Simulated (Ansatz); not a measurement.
Hg2O⁻. Total charge -1; doublet. Geometry PBE-D4/def2-TZVP, that of the neutral singlet; atoms count from 1.

```xyz
3

Hg   -1.048   -1.740    0.277
Hg    1.047    1.741   -0.278
O     0.001    0.000    0.001
```

In the def2 sets Hg takes a core potential; there is no spin–orbit coupling. The structure comes from a short search, and lower isomers may exist.

(1) Estimate the Mulliken populations from the PBE0/def2-TZVPD orbitals of Ansatz.

(2) Where does the spin sit?

Answers

(1) 
```tsv
atom	charge (e)	spin (α − β)	d electrons
Hg1	0.02	0.31	9.93
Hg2	0.02	0.31	9.93
O3	-1.04	0.38	–
```
Mulliken values and Mayer orders depend strongly on the basis. With diffuse functions, as here, like atoms can get unlike values, and bond orders can come out too low or too high.

(2) Summed by element: Hg 0.62, O 0.38, of 1 unpaired in all. Largest on single atoms: O3 0.38, Hg1 0.31, Hg2 0.31.
